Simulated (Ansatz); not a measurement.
MoSe₂⁺ was relaxed with PBE-D4 (def2-TZVP) in Ansatz in these states: charge +1 doublet, charge +1 quartet. The geometries follow in no particular order.

In the def2 sets Mo takes a core potential; there is no spin–orbit coupling.

A:

Cartesian coordinates in Å:
```
Mo 0.156 0.875 0.442
Se 1.595 -0.744 -0.203
Se -1.751 -0.131 -0.239
```

B:

Cartesian coordinates in Å:
```
Mo 0.609 0.322 -0.573
Se 0.719 -1.566 0.586
Se -1.329 1.244 -0.013
```

Problem. Judge from the bond lengths which geometry belongs to which state (an estimate).

Solution. A is the charge +1 quartet (Mo1–Se3 2.261 Å, Mo1–Se2 2.261 Å); B is the charge +1 doublet (Mo1–Se3 2.218 Å, Mo1–Se2 2.218 Å).

At PBE0-D4/def2-TZVP a doublet lies 0.75 eV below the charge +1 quartet. These are the stationary points nearest to one start from a short search; other shapes may lie lower in each state.
